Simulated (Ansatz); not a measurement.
Cost and result for the atomization energy of BF₃H₃P (8 atoms, 6 bonds).

```xyz
8

F     0.7303    2.0732   -0.3028
B    -0.1180    1.6021    0.5885
F    -1.4132    1.6730    0.3575
F     0.3132    1.2744    1.7897
P     0.0835   -1.1347   -0.4168
H    -0.2644   -1.4630   -1.7491
H     1.3169   -1.8292   -0.4352
H    -0.6484   -2.1957    0.1684
```

Total charge 0; spin multiplicity 1. The bonds changed during the relaxation, so this is another structure than the one it started from. All single points use the PBE0-D4/def2-TZVP geometry. It is one conformer, not always the lowest. Program: Ansatz. Hardware: A = 2 threads of a server CPU on a shared host; B = 2 threads of an AMD EPYC 7R13 on a shared host and a share of an NVIDIA H100 80 GB. Times are those of one run each, without the atoms' runs, and a repeat can differ threefold. Electronic energies, without spin–orbit coupling; frozen cores. CCSD(T)/CBS extrapolates def2-TZVPP and def2-QZVPP, and its time is that of the two runs behind it. T1 = 0.013. B3LYP takes the VWN-RPA correlation (the form of Gaussian; ORCA's B3LYP/G).

CCSD(T)/CBS is a level of theory with its own doubt, some kJ/mol a heavy atom from the limit and from the frozen cores, so smaller differences don't rank the functionals.

```
                                 level  functions  wall time  atomization (kcal/mol)  difference from CCSD(T)/CBS  per bond
              revPBE-D4/def2-TZVPP [A]        208        3 s                   705.8                         -8.6      -1.4
           CAM-B3LYP-D4/def2-TZVPP [A]        208      4.6 s                   722.1                          7.7       1.3
                PBE0-D4/def2-TZVPP [A]        208      4.8 s                   709.2                         -5.2      -0.9
r2SCAN-D4/def2-TZVPP (with forces) [A]        208      5.5 s                   717.2                          2.8       0.5
             r2SCANh-D4/def2-TZVPP [A]        208        6 s                   710.7                         -3.7      -0.6
                CCSD(T)/def2-TZVPP [B]        208        6 s                   696.3                        -18.1      -3.0
                  CCSD(T)/def2-SVP [A]         89      6.5 s                   676.8                        -37.6      -6.3
 B3LYP-D4/def2-TZVPP (with forces) [A]        208      7.5 s                   715.5                          1.1       0.2
               PBE-QIDH/def2-TZVPP [A]        208      9.5 s                   705.5                         -8.9      -1.5
                ωB97X-V/def2-TZVPP [A]        208       12 s                   717.5                          3.1       0.5
                 B97M-V/def2-TZVPP [A]        208       13 s                   720.1                          5.7       1.0
                CCSD(T)/def2-QZVPP [B]        388       14 s                   707.1                         -7.3      -1.2
                     CCSD(T)/CBS(def2)          –       20 s                   714.4                          0.0       0.0
```

At CCSD(T), def2-SVP lies −37.6 kcal/mol from the extrapolated value and def2-TZVPP −18.0 kcal/mol: correlation converges slowly with the basis, and small sets miss more of it in the bonded molecule than in its fragments. In def2-TZVPP, CCSD(T) changes the Hartree–Fock value by +162.1 kcal/mol (the triples alone add +9.8 kcal/mol) and MP2 by +180.8 kcal/mol; breaking electron pairs costs correlation energy, which Hartree–Fock lacks. From PBE to PBE0 (25 % exact exchange), in def2-TZVPP and without D4, the atomization energy moves by −17.3 kcal/mol: exact exchange takes away binding that semilocal exchange gives to molecules.
